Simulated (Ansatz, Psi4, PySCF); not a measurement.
acetylene (C$_{2}$H$_{2}$), singlet, at a GFN2-xTB geometry. Base run: PySCF with PBE0/def2-SVP.

PySCF was given this input:
```python
from pyscf import gto, scf, dft

mol = gto.M(
    atom='''
C    -0.000000   -0.000000   -0.596862
C     0.000000    0.000000    0.596862
H     0.000000    0.000000    1.646575
H    -0.000000   -0.000000   -1.646575
''',
    basis='def2-svp',
    charge=0,
    spin=0,
    verbose=4,
)

mf = dft.RKS(mol)
mf.xc = 'pbe0'
mf.kernel()
```

The same geometry, method and basis name were run in Ansatz (an electronic-structure program) and Psi4 and PySCF, at each program's defaults and at the settings that a row names. The base is PySCF at its defaults. Differences at the defaults can come from grids, fitting, cores and function types together.

```tsv
code and settings	ΔE vs base (mEh)	basis functions	E (Eh)	SCF cycles
PySCF, defaults (exact integrals, its default grid, spherical functions)	0.000	38	-77.16708	6
Psi4, defaults (density fitting with its default set, its default grid, spherical functions)	-0.011	38	-77.16709	6
Ansatz, defaults (factorised integrals, its default grid, spherical functions)	0.003	38	-77.16708	-
PySCF, density fitting with def2-universal-jkfit	-0.011	38	-77.16709	6
PySCF, fine grid	0.000	38	-77.16708	6
Psi4, exact integrals, spherical functions, fine grid	0.000	38	-77.16708	8
Ansatz, high accuracy	0.000	38	-77.16708	-
```
